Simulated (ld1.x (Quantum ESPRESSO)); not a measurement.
# Varying the TM potential for gallium (Ga)

Base potential:

```
Element                 : gallium
Generator               : ld1.x (Quantum ESPRESSO) 7.5
Type                    : norm-conserving Troullier–Martins (Kleinman–Bylander form)
Functional              : Wu–Cohen
Relativity              : scalar-relativistic
Frozen core             : [Ar] 3d10
Valence charge          : 3
Reference configuration : 4s2 4p1
Partial waves           : 4p (bound): rc 2.05 bohr; 4d channel at 0.15 Ry: rc 2.05 bohr; 4s (bound): rc 1.80 bohr
Local potential         : the s channel
Core correction         : a·sin(br)/r model core inside 1.30 bohr
```

All-electron outer shells of the reference configuration (Wu–Cohen, scalar-relativistic, ld1.x):

```
shell  level (eV)  outermost node (bohr)  outermost maximum (bohr)
   3p      -98.74                   0.24                      0.56
   3d      -19.15                      –                      0.53
   4s       -8.99                   0.81                      1.90
   4p       -2.56                   0.87                      2.53
```

Cutoffs, loose and tight: the cutoffs (Ry, on a coarse ladder) from which the occupation-weighted sum of valence levels, in a spherical-Bessel basis at the reference potential, stays within 10 and 1 mRy of its value at 400 Ry. They do not see the model core or the augmentation charge, which bear on the density cutoff. Test errors are all-electron minus pseudo excitation energies from the reference, over the configurations 4s2 4p0; 4s1 4p0; 4s2 4p0.5; 4s1 4p1; 4s2 4p1.3; 4s0 4p3; 4s1 4p2. A dash means not determined; rows that change the core or the reference have their own tests. The largest error is taken over the tests solved by every variant that gives reliable tests at all: 4s0 4p3; 4s1 4p2; 4s2 4p0; 4s2 4p0.5; 4s2 4p1.3.

A true bound ghost makes a file unfit for plane-wave use even where its test errors are small: the radial tests pick states by their node count and pass the ghost by. Where a test does run into it, the solver fails or the error is huge.

```csv
change,outcome,"cutoff, loose","cutoff, tight",bound ghosts,largest test error (meV)
base,generated,15 Ry,35 Ry,d,-77
functional PW91,generated,15 Ry,35 Ry,d,-74
wave 4d channel at 0.15 Ry: rc 2.05 bohr becomes 4d channel at 0.15 Ry: rc 1.24 bohr,generated,15 Ry,35 Ry,d,-77
wave 4d channel at 0.15 Ry: rc 2.05 bohr becomes 4d channel at 3.66 Ry: rc 2.05 bohr,generated,15 Ry,35 Ry,none,-77
"all radii but the core radius scaled by about 0.77 (s 1.38, p 1.58, d 1.58 bohr)",generated,40 Ry,90 Ry,"p, d",-81
"core [Ar], valence charge 13; reference 3d10 4s2 4p1; waves now 4s (bound): rc 1.65 bohr; 4p (bound): rc 2.70 bohr; 3d (bound): rc 1.00 bohr; 4f channel at 0.05 Ry: rc 2.60 bohr; local potential all-electron potential smoothed inside 1.30 bohr (lloc = -1); core correction a·sin(br)/r model core, default radius (core density twice the valence density)",generated,260 Ry,over 300 Ry,s,-186 over the solved tests; 3 of 7 tests not solved or not reliable
"type ultrasoft; waves now 4s (bound): rcut 1.55, rcutus 1.80 bohr; 4s channel at 0.65 Ry: rcut 1.55, rcutus 1.80 bohr; 4p (bound): rcut 1.80, rcutus 2.05 bohr; 4p channel at 0.25 Ry: rcut 1.80, rcutus 2.05 bohr; 4d channel at 0.15 Ry: rcut 1.80, rcutus 2.05 bohr; 4d channel at 2.65 Ry: rcut 1.80, rcutus 2.05 bohr; local potential all-electron potential smoothed inside 1.60 bohr (lloc = -1); augmentation built from norm-conserving waves at rcut, not smoothed further",generated,8 Ry,12 Ry,d,-77
local potential the d channel,generated,15 Ry,35 Ry,"s, p",-84
core correction a·sin(br)/r model core inside 0.86 bohr,generated,15 Ry,35 Ry,d,-77
wave 4s (bound): rc 1.80 bohr becomes 4s (bound): rc 1.48 bohr,generated,30 Ry,70 Ry,d,-82
```
